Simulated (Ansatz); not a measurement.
Born–Oppenheimer molecular dynamics of FGeH3 (5 atoms, charge 0, multiplicity 1). It starts from a relaxed structure.

Level of theory: RKS LDA/def2-SVP (Ansatz 0.2.0).

* ensemble: NVT, Langevin thermostat
* time step: 0.5 fs
* steps asked: 100
* set temperature: 300 K
* friction: 0.02 /fs
* seed: 727356

First frame:

```xyz
5
Properties=species:S:1:pos:R:3
Ge 0.000 0.000 -0.056
F 0.000 0.000 1.679
H 1.479 0.000 -0.497
H -0.739 1.281 -0.497
H -0.739 -1.281 -0.497
```

Task: How far do the bonds stretch over the last three quarters of this one trajectory? (Pairs bonded in most of those frames.)

Result: 
```
  bond  mean (Å)  spread (Å)  shortest  longest
Ge1–F2     1.739       0.010      1.72     1.75
Ge1–H3     1.548       0.023      1.51     1.59
Ge1–H4     1.551       0.040      1.49     1.62
Ge1–H5     1.548       0.018      1.52     1.58
```

Mean temperature of the second half: 244 K. The mean temperature of the second half is 19 % below the set value. A run of 0.05 ps of so small a system gives no equilibrium averages.

Time of the run: 55 s on 1 thread of Arm Neoverse V2, with other jobs on the host, peak memory 0.095 GiB.
